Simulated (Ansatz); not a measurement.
Cost and result for the atomization energy of `Cl[SiH2]S[SiH2]Cl` (9 atoms, 8 bonds).

```csv
atom,x (Å),y (Å),z (Å)
Cl1,2.545,-2.063,-1.154
Si2,1.275,-0.893,-0.061
S3,-0.341,-0.370,-1.355
Si4,-1.432,0.828,0.017
Cl5,-0.579,2.674,0.290
H6,2.007,0.309,0.391
H7,0.782,-1.677,1.093
H8,-1.483,0.180,1.347
H9,-2.775,1.013,-0.568
```

Charge 0, multiplicity 1. The geometry is a stationary point of PBE0-D4/def2-TZVP. It is one conformer, not always the lowest. Program: Ansatz. All runs use 4 threads of a server CPU on a shared host. Times are those of one run each, without the atoms' runs, and a repeat can differ threefold. Electronic energies, without spin–orbit coupling; frozen cores. CCSD(T)/CBS adds CCSD(T) − MP2 in def2-TZVPP to the MP2 limit, and its time is that of the two runs behind it. T1 = 0.010. B3LYP takes the VWN-RPA correlation (the form of Gaussian; ORCA's B3LYP/G).

CCSD(T)/CBS is a level of theory with its own doubt, some kJ/mol a heavy atom from the limit and from the frozen cores, so smaller differences don't rank the functionals.

```json
{"level": "PBE-D4/def2-TZVPP (with forces)", "functions": "266", "wall time": "2.5 s"}
{"level": "PBE0-D4/def2-TZVPP", "functions": "266", "wall time": "4.1 s"}
{"level": "r2SCAN-D4/def2-TZVPP (with forces)", "functions": "266", "wall time": "4.7 s"}
{"level": "B2PLYP/def2-TZVPP", "functions": "266", "wall time": "5.5 s"}
{"level": "B3LYP-D4/def2-TZVPP (with forces)", "functions": "266", "wall time": "6 s"}
{"level": "ωB97X-V/def2-TZVPP", "functions": "266", "wall time": "8 s"}
{"level": "ωB97M-V/def2-TZVPP (with forces)", "functions": "266", "wall time": "12 s"}
{"level": "MP2/def2-QZVPP", "functions": "470", "wall time": "18 s"}
{"level": "CCSD(T)/def2-TZVPP", "functions": "266", "wall time": "110 s"}
{"level": "CCSD(T)/CBS(def2)", "functions": "–", "wall time": "2.1 min"}
```

Q: What atomization energy does each give, and how far from CCSD(T)/CBS? (Best estimate.)

A: Ansatz gave: 
```tsv
level	atomization (kJ/mol)	difference from CCSD(T)/CBS	per bond
PBE-D4/def2-TZVPP (with forces)	2773.2	-12.2	-1.5
PBE0-D4/def2-TZVPP	2760.9	-24.5	-3.1
r2SCAN-D4/def2-TZVPP (with forces)	2792.9	7.5	0.9
B2PLYP/def2-TZVPP	2712.5	-72.9	-9.1
B3LYP-D4/def2-TZVPP (with forces)	2744.2	-41.2	-5.1
ωB97X-V/def2-TZVPP	2806.9	21.5	2.7
ωB97M-V/def2-TZVPP (with forces)	2796.8	11.4	1.4
MP2/def2-QZVPP	2793.7	8.3	1.0
CCSD(T)/def2-TZVPP	2687.0	-98.4	-12.3
CCSD(T)/CBS(def2)	2785.4	0.0	0.0
```

In def2-TZVPP, CCSD(T) changes the Hartree–Fock value by +606.7 kJ/mol (the triples alone add +43.9 kJ/mol) and MP2 by +655.1 kJ/mol; breaking electron pairs costs correlation energy, which Hartree–Fock lacks. From PBE to PBE0 (25 % exact exchange), in def2-TZVPP and without D4, the atomization energy moves by −7.8 kJ/mol: exact exchange takes away binding that semilocal exchange gives to molecules. The D4 term adds +52.6 kJ/mol with B3LYP and +27.6 kJ/mol with PBE0; it sums over pairs of atoms, weighted by their polarisabilities, and B3LYP, whose exchange is more repulsive, gets the larger term.
